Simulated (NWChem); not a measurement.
GeHCl$_{3}$; SMILES [Cl][GeH]([Cl])[Cl]

```xyz
5

Ge     0.0000     0.0000     0.4360
Cl     0.5210     1.9329    -0.3120
Cl     1.4134    -1.4177    -0.3120
Cl    -1.9344    -0.5152    -0.3120
H      0.0000     0.0000     1.9624
```
Atoms are numbered in this order, from 1.

Results from NWChem. Coordinates come from a PBE0/def2-SVP optimisation.

For level PBE/def2-TZVPP:

```yaml
highest occupied level (eV): -7.94
dipole (D): 1.39
```

**Question.** Estimate the same quantities for level PBE/3-21G.

**Answer.** The highest occupied level (eV) comes out as -8.21 and the dipole (D) comes out as 2.16.
